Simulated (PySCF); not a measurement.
Excitations are Tamm–Dancoff values on a coarser integration grid. The basis has no diffuse functions, so Rydberg states are missing or too high.

Z-matrix (Å, degrees):
```
C
C 1 1.4181
C 2 1.3746 1 120.94
H 3 1.0924 2 120.14 1 -179.99
H 2 1.0930 3 120.54 4 0.01
C 3 1.4125 4 119.79 2 -180.00
C 6 1.3757 3 120.55 4 180.00
H 7 1.0909 6 120.74 3 -180.00
H 6 1.0925 7 119.75 8 0.01
C 7 1.4159 8 118.70 6 -180.00
C 1 1.4182 2 121.52 5 0.00
C 11 1.3809 1 121.65 2 179.99
H 11 1.0939 12 120.45 1 179.94
C 12 1.4209 11 118.65 13 179.96
C 14 1.3735 12 120.83 11 -0.02
H 14 1.0926 15 118.44 10 179.98
Cl 15 1.7348 14 118.76 16 -0.02
Si 12 1.8783 11 121.09 13 -0.10
H 18 1.4935 12 108.91 11 0.45
H 18 1.4954 19 109.44 13 -121.37
H 18 1.4956 19 109.39 20 -117.91
```
Charge 0, spin multiplicity 1.

Task: Estimate the total energy, S1 excitation (TDA), brightest of the four lowest singlets (TDA), S1 oscillator strength and T1 excitation (TDA) that PySCF 2.14.0 with PBE0-D4/def2-TZVP // PBE0-D4/def2-SVP returns for this input.

Result: 
```json
{
 "total_energy": "-1135.6275 Ha",
 "S1 excitation (TDA)": "4.35 eV",
 "brightest of the four lowest singlets (TDA)": "4.44 eV",
 "S1 oscillator strength": "0.028",
 "T1 excitation (TDA)": "2.88 eV"
}
```
